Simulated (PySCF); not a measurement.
C4H10Si.

```xyz
15

C     -1.0387    -1.5724     0.9254
C     -0.8017    -0.3949     0.3060
C     -1.8677     0.3240    -0.4850
Si     0.9147     0.3946     0.4112
C      1.6783     0.6103    -1.3079
H     -2.0300    -2.0609     0.8792
H     -0.2594    -2.0960     1.5037
H     -1.5628     0.4604    -1.5454
H     -2.0467     1.3451    -0.0835
H     -2.8329    -0.2232    -0.4761
H      0.8007     1.7537     1.0608
H      1.7936    -0.4745     1.2726
H      1.7830    -0.3693    -1.8163
H      1.0453     1.2627    -1.9432
H      2.6826     1.0750    -1.2394
```

Geometry: PBE-D3(BJ)/def2-SVP. Other conformers were not sampled.

The numbers are results of PySCF with KT2/pcSseg-1, not measurements. Non-relativistic, no solvent.

**Question.** Give the absolute GIAO shielding of each atom: isotropic value and principal components (ppm). (An estimate is asked for; the answer gives what the named calculation found.)

**Answer.** 
```
atom  σ(iso)    σ11    σ22    σ33   span
----  ------  -----  -----  -----  -----
C1      54.7  -45.7   77.0  132.8  178.5
C2      39.1  -65.1   14.2  168.1  233.1
C3     155.6  140.9  144.3  181.8   40.9
Si4    395.2  352.9  400.6  432.1   79.3
C5     187.3  182.6  187.2  192.3    9.7
H6      25.3   22.1   24.8   28.9    6.8
H7      25.4   22.6   23.9   29.6    7.0
H8      28.9   24.6   28.9   33.2    8.6
H9      28.9   25.4   27.5   33.9    8.5
H10     29.1   26.0   27.5   33.9    7.9
H11     26.5   23.9   24.9   30.8    6.9
H12     26.8   23.6   25.6   31.1    7.5
H13     30.8   26.9   28.4   37.0   10.2
H14     30.5   26.0   29.1   36.5   10.4
H15     30.7   26.6   27.4   38.1   11.5
```
